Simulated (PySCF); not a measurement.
A calculated (PBE0, PySCF 2.14, x2c-TZVPPall, the spin-free X2C one-electron Hamiltonian (Gaussian nucleus)) atom or ion has these occupied shells.

| shell | electrons | orbital energy (eV) | rms radius, mean of both spins (bohr) |
| --- | --- | --- | --- |
| 1s α | 1 | -8941.3 | 0.0601 |
| 1s β | 1 | -8941.3 | 0.0601 |
| 2s α | 1 | -1128.5 | 0.255 |
| 2s β | 1 | -1126.9 | 0.255 |
| 2p α | 3 | -979.47 | 0.228 |
| 2p β | 3 | -978.15 | 0.228 |
| 3s α | 1 | -169.14 | 0.758 |
| 3s β | 1 | -165.73 | 0.758 |
| 3p α | 3 | -124.77 | 0.799 |
| 3p β | 3 | -121.09 | 0.799 |
| 3d α | 5 | -53.143 | 0.960 |
| 3d β | 3 | -51.048 | 0.960 |

Question: Name the element and its charge.

Answer: Cu³⁺ (copper, charge +3), in [Ar] 3d8, high-spin 3F determinant.
